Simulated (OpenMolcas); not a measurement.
**C3+: CASPT2 settings compared**

```yaml
Program: OpenMolcas
Basis: ANO-R2 [4s4p2d1f]
Scalar_Hamiltonian: X2C, finite nucleus
Active_space: 1 electron in 4 orbitals (2s 2p)
State_averaging: 2S+1 = 2 even, 1 root; 2S+1 = 2 odd, 3 roots
Spin-orbit_coupling: state interaction with AMFI integrals over the reference wave functions, term energies averaged over their components
```

Methods on the same reference wave functions:
A. CASSCF
B. SS-CASPT2, IPEA 0.4 Eh, sigma2 regulariser 0.15 Eh (closed shells correlated: 1s)
C. SS-CASPT2, IPEA 0.75 Eh, no level shift (closed shells correlated: 1s)

Energies in cm⁻¹ above 2s ²S_1/2, the measured ground level; measured values from Moore, Selected Tables of Atomic Spectra, NSRDS-NBS 3, section 3.

| Level | A | B | C | Measured |
| --- | --- | --- | --- | --- |
| 2s ²S_1/2 | 0.0 | 0.0 | 0.0 | 0.0 |
| 2p ²P°_1/2 | 65093 | 64773 | 64776 | 64484 |
| 2p ²P°_3/2 | 65191 | 64871 | 64874 | 64592 |

Deviations, from unrounded energies. A percentage is the sum of absolute deviations over the sum of measured energies, with the sign that they share, or ± where signs differ.

```csv
Against measurement,Levels,A,B,C
mean absolute deviation (cm-1),2,600,280,290
other configurations (%),2,+0.9,+0.4,+0.4
```

B, C lie about equally close to measurement and A furthest from it. The largest miss of B in the table is 2p ²P°_1/2, by +290 cm-1. The ranking rests on the paired levels alone, and a cruder setting can come out closer through cancelling errors.

Between B and C no level of the table moves by more than 5 cm-1.

The lowest spin-free term lies below A's lowest term by 0.008 hartree in B, 0.008 hartree in C.

With one active electron the reference holds no correlation, so core polarisation is missing (holds for A). With one active electron, CASPT2 adds the correlation within the correlated inactive shells and between them and that electron, and leaves the splitting within a term as the reference gives it (holds for B; C). Computed and measured levels are paired by configuration, term and J; levels that our copy of the source lacks, or whose pairing is in doubt (as where it misses far off the trend of its configuration), stay unpaired and out of the deviations. Only configurations of the active space appear.

° marks odd parity.
